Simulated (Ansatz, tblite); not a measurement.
Isomers of HfO$_{3}$H$_{2}$ (singlet), found by a short tight-binding search and relaxed with B3LYP-D4/def2-TZVP in Ansatz.

In the def2 sets Hf takes a core potential; there is no spin–orbit coupling. The xTB rows come from tblite. Correlated methods freeze 3 core orbitals; core or outer-core shells of Hf are correlated, in sets that lack core-valence functions.

A: At CCSD(T)/def2-TZVPP the test of the restricted singlet for broken spin symmetry was undecided. It holds 1 O–O bond. B: At CCSD(T)/def2-TZVPP the test of the restricted singlet for broken spin symmetry was undecided. It holds 1 O–O bond. C: At CCSD(T)/def2-TZVPP the test of the restricted singlet for broken spin symmetry was undecided. It holds 1 O–O bond.

Other spin states weren't relaxed.

A:

```xyz
6

Hf    0.3880   -0.7257    0.0036
O    -0.2816   -2.3345    0.2778
O    -0.9085    0.7419    0.6399
O    -0.8171    1.0040   -0.8262
H     2.1161   -0.6044    0.7581
H    -0.4969    1.9186   -0.8531
```

B:

Cartesian coordinates in Å:
```
Hf -0.350 -0.045 -0.185
O -1.087 -0.567 1.533
O -0.521 -1.739 0.746
O 1.335 0.908 -0.392
H -1.598 0.275 -1.560
H 2.221 1.168 -0.143
```

C:

```tsv
atom	x (Å)	y (Å)	z (Å)
Hf1	0.0656	-0.6553	-0.4518
O2	0.4724	-1.9253	0.7037
O3	0.6629	1.2063	0.2193
O4	-0.8175	1.2112	0.3983
H5	0.5254	-1.1531	-2.2283
H6	-0.9088	1.3161	1.3588
```

**Question.** Estimate their order by electronic energy at CCSD(T)/def2-TZVPP, counted from the lowest.

**Answer.** B (0.0) < C (121.6) < A (131.4), in kJ/mol.

**Question.** Do the other levels pick the same lowest one?

**Answer.** All that were run do. Energies above each level's lowest (kJ/mol):

```tsv
level	A	B	C
GFN1-xTB	140.3	0.0	126.9
GFN2-xTB	143.8	0.0	130.8
HF/def2-TZVPP	148.2	0.0	135.9
PBE-D4/def2-TZVP	123.8	0.0	116.8
r2SCAN-D4/def2-TZVP	130.6	0.0	122.3
B97M-V/def2-TZVP	133.5	0.0	124.4
PBE0-D4/def2-TZVP	129.0	0.0	120.3
ωB97X-V/def2-TZVP	132.5	0.0	122.4
MP2/def2-TZVPP	123.2	0.0	113.7
CCSD/def2-TZVPP	135.6	0.0	125.3
CCSD(T)/def2-TZVPP	131.4	0.0	121.6
```
Point groups (tolerance 0.1 Å): A not assigned, B Cs, C not assigned. A and C have the same bonds, so they are conformers or stereoisomers. Lower isomers may exist.
